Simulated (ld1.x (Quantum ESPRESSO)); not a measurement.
Pd (Z = 46): PAW pseudisation with PBEsol, scalar-relativistic reference atom.

palladium, PAW, made with ld1.x (Quantum ESPRESSO) 7.5 (PBEsol, scalar-relativistic). Core [Kr], reference 4d9.5 5s0 5p0 (charge +0.5). Waves: 5s (bound, empty): rcut 1.95, rcutus 2.50 bohr; 5s channel at 1 Ry: rcut 1.95, rcutus 2.50 bohr; 5p (bound, empty): rcut 2.10, rcutus 2.60 bohr; 5p channel at 0.65 Ry: rcut 2.10, rcutus 2.60 bohr; 4d (bound): rcut 1.55, rcutus 1.90 bohr; 4d channel at 0.65 Ry: rcut 1.55, rcutus 1.90 bohr. Local part: all-electron potential smoothed inside 1.55 bohr (lloc = -1). Core correction: a·sin(br)/r model core inside 1.65 bohr. Augmentation charge: GAUSS, radius 1.65 bohr.

All-electron outer shells of the reference configuration (PBEsol, scalar-relativistic, ld1.x):

```
shell  level (eV)  outermost node (bohr)  outermost maximum (bohr)
   4p      -56.42                   0.46                      0.91
   4d       -9.01                   0.45                      1.10
   5s       -6.93                   1.15                      2.54
   5p       -2.86                   1.30                      3.48
```

Calculated quality:

```
Cutoffs needed                            : 30 Ry and 50 Ry (the cutoffs (Ry, on a coarse ladder) from which the occupation-weighted sum of valence levels, in a spherical-Bessel basis at the reference potential, stays within 10 and 1 mRy of its value at 400 Ry)
Ghost test                                : ghost states, extra bound levels that the all-electron valence spectrum of the same l lacks: s at -88.3 eV, p at -9.4 eV; a true bound ghost makes a file unfit for plane-wave use (spherical-Bessel basis up to 400 Ry, 20 bohr box)
Largest excitation error                  : -1343 meV (all-electron minus pseudo) for 4d6 5s0 5p0, out of 7 test configurations
Lowest eigenvalue of the overlap operator : 0.30 (s channel)
```

Generation and tests took about 1.6 s on one core of a shared server CPU.
